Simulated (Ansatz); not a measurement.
Mulliken charges of ClFH₄OSi₂, SMILES `O[SiH](Cl)[SiH2]F` from ωB97M-V/def2-TZVPP in Ansatz (PBE0-D4/def2-TZVP geometry).

```tsv
atom	x (Å)	y (Å)	z (Å)	charge (e)
O1	-2.025	-0.242	-0.072	-0.362
Si2	-0.586	-0.519	0.660	0.429
Cl3	-0.453	0.506	2.445	-0.216
Si4	1.211	0.209	-0.671	0.371
F5	0.831	1.682	-1.195	-0.322
H6	-2.211	0.647	-0.380	0.187
H7	-0.565	-1.966	0.971	-0.022
H8	2.483	0.294	0.090	-0.028
H9	1.404	-0.657	-1.864	-0.037
```

Question: By hand: the dipole of these point charges (1 e Å = 4.8032 D).

Answer: Σ q r = (0.239, -0.528, -0.109) e Å, of length 0.590 e Å = 2.83 D.

Question: How does the dipole of the full density compare? (Best estimate.)

Answer: The calculation gave: (0.065, -0.093, -0.173) e Å, 0.99 D; the point charges give 2.86 times that, at 47° from its direction.

Point charges leave out the atoms' own dipoles, such as those of lone pairs, and Mulliken's split depends on the basis, so the two needn't agree.
